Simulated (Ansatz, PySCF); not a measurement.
C$_{3}$H$_{10}$N (SMILES CC[NH2+]C), charge +1, singlet, geometry from GFN2-xTB. Base run: CCSD(T)/STO-3G in PySCF.

Here is a job for PySCF.
```python
from pyscf import gto, scf, cc

mol = gto.M(
    atom='''
C     1.21296475   -0.43505659    1.05745699
C     0.49340484    0.73006851    0.40560672
N    -0.22912828    0.30572748   -0.83364535
C    -1.42679703   -0.52369353   -0.58580884
H     1.90138003   -0.91149101    0.36319589
H     1.79585188   -0.06458150    1.89576360
H     0.52350240   -1.17871165    1.44533444
H     1.21504360    1.49985744    0.12601840
H    -0.23433377    1.16776361    1.09065133
H     0.42852521   -0.22443572   -1.42056931
H    -0.51217892    1.14132391   -1.35893829
H    -2.12795182    0.01940297    0.04481675
H    -1.91645003   -0.76834228   -1.52611082
H    -1.14692605   -1.44878838   -0.08817373
''',
    basis='sto-3g',
    charge=1,
    verbose=4,
)

mf = scf.RHF(mol)
mf.kernel()

mycc = cc.CCSD(mf)
mycc.kernel()
et = mycc.ccsd_t()
print('E(CCSD(T)) = %.10f' % (mycc.e_tot + et))
```

The same geometry, method and basis name were run in Ansatz (a program for electronic structure) and PySCF, at each program's defaults and at the settings that a row names. The base is PySCF at its defaults. Differences at the defaults can come from grids, fitting, cores and function types together.

```json
[
 {"code and settings": "PySCF, defaults (exact integrals, spherical functions, all electrons correlated)", "ΔE vs base (µEh)": "0.0", "basis functions": "30", "E (Eh)": "-171.91673", "SCF cycles": "8"},
 {"code and settings": "Ansatz, defaults (factorised integrals, spherical functions, frozen core)", "ΔE vs base (µEh)": "1583", "basis functions": "30", "E (Eh)": "-171.91515", "SCF cycles": "-"},
 {"code and settings": "PySCF, frozen core", "ΔE vs base (µEh)": "1562", "basis functions": "30", "E (Eh)": "-171.91517", "SCF cycles": "8"},
 {"code and settings": "Ansatz, high accuracy, frozen core", "ΔE vs base (µEh)": "1562", "basis functions": "30", "E (Eh)": "-171.91517", "SCF cycles": "-"}
]
```
